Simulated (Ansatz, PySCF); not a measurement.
AsH2, SMILES [AsH2], multiplicity 2. Atoms are numbered in the order given.

```xyz
3

As     0.0000     0.0000     0.0597
H      0.0000    -1.0866    -1.0123
H      0.0000     1.0866    -1.0123
```
Charge 0, spin multiplicity 2.

Geometry optimised at PBE0-D3(BJ)/def2-TZVPD. The isomer is the one that the SMILES or the coordinates give; other isomers of the formula were not compared.

Two levels are set side by side: PBE-D3(BJ)/def2-TZVPD (Ansatz, a first-principles code) and PBE0-D3(BJ)/def2-TZVPD (PySCF). Each level has its own optimised geometry; the coordinates shown are those of the second. Frequencies come from the Hessian of PySCF at each geometry. Differences are taken from unrounded values.

```json
[
 {"quantity": "mean bond length (Å)", "PBE0-D3(BJ)": "1.526", "PBE-D3(BJ)": "1.541", "PBE-D3(BJ) minus PBE0-D3(BJ)": "0.014"},
 {"quantity": "bond As1–H2 (Å)", "PBE0-D3(BJ)": "1.526", "PBE-D3(BJ)": "1.541", "PBE-D3(BJ) minus PBE0-D3(BJ)": "0.014"},
 {"quantity": "bond As1–H3 (Å)", "PBE0-D3(BJ)": "1.526", "PBE-D3(BJ)": "1.541", "PBE-D3(BJ) minus PBE0-D3(BJ)": "0.014"},
 {"quantity": "highest harmonic wavenumber (cm⁻¹)", "PBE0-D3(BJ)": "2209", "PBE-D3(BJ)": "2123", "PBE-D3(BJ) minus PBE0-D3(BJ)": "-85"},
 {"quantity": "mean harmonic wavenumber (cm⁻¹)", "PBE0-D3(BJ)": "1802", "PBE-D3(BJ)": "1733", "PBE-D3(BJ) minus PBE0-D3(BJ)": "-70"},
 {"quantity": "zero-point energy (kcal/mol)", "PBE0-D3(BJ)": "7.73", "PBE-D3(BJ)": "7.43", "PBE-D3(BJ) minus PBE0-D3(BJ)": "-0.30"}
]
```

GGA bonds tend to be longer and softer than those of functionals with exact exchange. Differences between two approximate levels are no errors against the true value.
